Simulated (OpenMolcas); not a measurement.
**neutral carbon: thermal populations, Slater's ratio, the spin-orbit constant, worked from levels**

```json
{"Program": "OpenMolcas 26.06", "Basis": "ANO-R1 [3s2p1d]", "Scalar Hamiltonian": "X2C, finite nucleus", "Active space": "4 electrons in 4 orbitals (2s 2p)", "State averaging": "2S+1 = 3 even, 3 roots; 2S+1 = 1 even, 6 roots; 2S+1 = 5 odd, 1 root; 2S+1 = 3 odd, 8 roots", "Spin-orbit coupling": "state interaction with AMFI integrals over the reference wave functions, term energies averaged over their components"}
```

Methods: CASSCF; SS-CASPT2, IPEA 0.25 Eh, imaginary shift 0.1 Eh (closed shells correlated: 1s). Measured levels: NIST Handbook of Basic Atomic Spectroscopic Data.

**Thermal populations.** Z = Σ (2J + 1) exp(-E/kT) with k = 0.695035 cm-1/K, over the levels below. No other level of either list lies under 60300 cm-1, which is above 7 kT at each temperature.

```csv
Level,2J + 1,SS-CASPT2,measured
2s2 2p2 3P0,1,0.0,0.0
2s2 2p2 3P1,3,14.6,16.4
2s2 2p2 3P2,5,43.7,43.4
2s2 2p2 1D2,5,11310,10193
2s2 2p2 1S0,1,22210,21648
2s 2p3 5S* 2,5,29110,33735
```

```tsv
T (K)	Z, SS-CASPT2	Z, measured levels	Ground level (%), SS-CASPT2	Ground level (%), measured levels
5000	9.121	9.192	11.0	10.9
8000	9.652	9.784	10.4	10.2
12000	10.479	10.603	9.5	9.4
```

At 12000 K, kT = 8340 cm-1, and the computed levels give Z = 1.000 + 2.995 + 4.974 + 1.288 + 0.070 + 0.152 = 10.479.

**Slater's ratio.** With one set of orbitals, p2 has 1D - 3P = 6 F2 and 1S - 1D = 9 F2 (F2 = F²/25), a ratio of 3/2. Term energies are centres of gravity, weighted by 2J + 1.

| Source | 1D - 3P | 1S - 3P | F2 from the first | Ratio |
| --- | --- | --- | --- | --- |
| CASSCF | 12917 | 21511 | 2153 | 0.665 |
| SS-CASPT2 | 11278 | 22183 | 1880 | 0.967 |
| measured | 10163 | 21618 | 1694 | 1.127 |

Energies in cm-1. A ratio away from 3/2 shows effects beyond one configuration with one set of orbitals, and in heavier atoms second-order spin-orbit shifts. In CASSCF the valence s occupation is 1.85 in 1S against 1.96 in 1D: mixing out of s² acts most on 1S and pulls it down.

**The spin-orbit constant.** For the Hund term 3P of p2, E(J) = (A/2) J(J+1) + constant and ζ = 2S·A = 2A. From J = 0 to J = 2 the energy changes by 3 A.

```json
{"Source": "CASSCF", "E(2) - E(0)": "43.7", "A": "14.6", "ζ": "29"}
{"Source": "SS-CASPT2", "E(2) - E(0)": "43.7", "A": "14.6", "ζ": "29"}
{"Source": "measured", "E(2) - E(0)": "43.4", "A": "14.5", "ζ": "29"}
```

All in cm-1. SS-CASPT2 is off by +0.7 % and CASSCF by +0.7 %. Both methods take the spin-orbit matrix elements from the reference wave functions, so the second can move ζ only through the term energies and any multistate remixing. Second-order mixing with other terms is absorbed into this ζ.

CASPT2 does not keep the components of a term degenerate, so their means are used; among the terms shown or strongly mixed into the levels shown the widest spread is 12 cm-1 (2s2 2p2 1D, SS-CASPT2). Without dynamic correlation excited terms often stand tens of per cent too high (terms of higher spin than the ground term too low), and those without a measured partner can miss by more than the paired ones (holds for CASSCF). Computed and measured levels are paired by configuration, term and J; levels that our copy of the source lacks, or whose pairing is in doubt (as where it misses far off the trend of its configuration), stay unpaired and out of the deviations. Levels of configurations outside the active space are missing.

* marks odd parity.
